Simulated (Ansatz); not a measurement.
WF5, SMILES [F][W]([F])([F])([F])[F] (connectivity only; charge and spin as stated), neutral, multiplicity 2.

Geometry optimised at r2SCAN-D4/def2-SVP. The spin state was assumed, not searched. The isomer is the one that the SMILES or the coordinates give; other isomers of the formula were not compared. The def2 effective core potentials stand for the cores of W; spin–orbit coupling is left out.

Two levels are set side by side: PBE/def2-SVPD (Ansatz, a quantum-chemistry and plane-wave program) and CAM-B3LYP/def2-SVPD (Ansatz). Energy differences of separate SCF runs at the same geometry; the states with an electron removed or added have multiplicity 1 and 3. Differences are taken from unrounded values.

```
quantity                          PBE
-------------------------------  ----
vertical ionisation energy (eV)  9.32
vertical electron affinity (eV)  1.40
```

Problem. These are the PBE values. What does CAM-B3LYP give? (An estimate is asked for; the answer gives what the named calculation found.)

Solution. 
```
quantity                         CAM-B3LYP  PBE minus CAM-B3LYP
-------------------------------  ---------  -------------------
vertical ionisation energy (eV)      10.38                -1.05
vertical electron affinity (eV)       2.12                -0.71
```
